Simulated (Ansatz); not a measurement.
This Ansatz (a first-principles code) input (B2PLYP/def2-QZVPP) gives -3321.67405 Eh with 259 basis functions. A basis named .json is the Basis Set Exchange file of that set (core-valence sets with the plain set on hydrogen).

Ansatz 0.2 input:
```yaml
crystal:
  periodic: [false, false, false]
  atoms:
    - {symbol: Se, position_ang: [0.19742117, -0.16359053, 0.58407614]}
    - {symbol: Cl, position_ang: [0.90839488, 1.43153558, -0.62899113]}
    - {symbol: Cl, position_ang: [-1.25707067, -1.14350709, -0.61827994]}
    - {symbol: H, position_ang: [-0.78483133, 0.66559362, 1.34501945]}
basis:
  gaussian:
    orbitals: def2-QZVPP.json
hamiltonian:
  xc: {name: B2PLYP}
total_charge: 1
magnetization: {spin_polarized: false}
correlation: {electrons: outside_noble_gas}
```

Change:
```diff
- orbitals: def2-QZVPP.json
+ orbitals: pcseg-4.json
```

Question: What does the run give now?

Answer: -3321.67547 Eh (B2PLYP/pcseg-4, 382 functions), a change of -1.42 mEh.
